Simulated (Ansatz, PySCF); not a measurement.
Pair of molecules: SiH4 (SMILES [SiH4]) (first 5 atoms) with C3H4 (SMILES C=C=C); geometry from B3LYP-D3(BJ)/def2-TZVP.
(charge 0, multiplicity 1):
```xyz
12

Si    -0.181    -0.031     0.110
H     -0.641    -1.425     0.287
H     -1.041     0.886     0.888
H     -0.267     0.329    -1.326
H      1.223     0.097     0.558
C      0.096    -1.261     3.511
C      0.131     0.020     3.734
C      0.163     1.302     3.943
H      0.979    -1.799     3.187
H     -0.816    -1.831     3.642
H      0.405     1.709     4.918
H     -0.051     2.004     3.145
```

Basis-set superposition error: the interaction energy with monomers in their own basis, and in the dimer's basis (counterpoise).

The values were computed with Ansatz (a first-principles code) with Gaussian orbitals; PySCF for 6-31G* rows. Each number belongs to the level named beside it.

| level | uncorrected (kcal/mol) | counterpoise (kcal/mol) | difference |
|---|---|---|---|
| HF/aug-cc-pV(D+d)Z | 0.72 | 1.10 | 0.37 |
| SVWN5/def2-TZVPPD | -2.87 | -2.78 | 0.09 |
| revPBE/def2-TZVPPD | 1.14 | 1.22 | 0.07 |
| CAM-B3LYP/def2-TZVPPD | -0.16 | -0.08 | 0.08 |
| wB97X-V/def2-TZVPPD | -1.77 | -1.70 | 0.06 |
| B2PLYP/def2-TZVPPD | -0.45 | -0.27 | 0.18 |
| MP2/6-31G* | -1.44 | 0.02 | 1.46 |
| SCS-MP2/aug-cc-pV(D+d)Z | -2.08 | -0.90 | 1.18 |
| CCSD/aug-cc-pV(D+d)Z | -2.05 | -0.98 | 1.07 |
| CCSD(T)/aug-cc-pV(D+d)Z | -2.48 | -1.32 | 1.16 |

The error is largest for MP2/6-31G* (1.46 kcal/mol) and smallest for wB97X-V/def2-TZVPPD (0.06 kcal/mol).
